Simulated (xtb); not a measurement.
BH6NO2Si, SMILES N[SiH2]B(O)O. All values are semi-empirical tight-binding results from xtb (GFN2-xTB unless named), good for trends rather than for accurate numbers. Geometry: GFN2-xTB. The structure was generated by enumeration, and PubChem lists no compound with its InChIKey, so it may never have been made. One conformer was computed; it need not be the lowest.

Computed properties:
- orbital gap = 4.37 eV
- dipole moment = 2.06 D
- zero-point energy = 46.6 kcal/mol
- G − E(el) at 298.15 K (modified RRHO) = 27.0 kcal/mol
- static polarisability (D4 model) = 62.0 bohr³
- solvation energy, GFN2-xTB/ALPB(water) = -8.5 kcal/mol
- solvation energy, GFN2-xTB/ALPB(methanol) = -7.8 kcal/mol
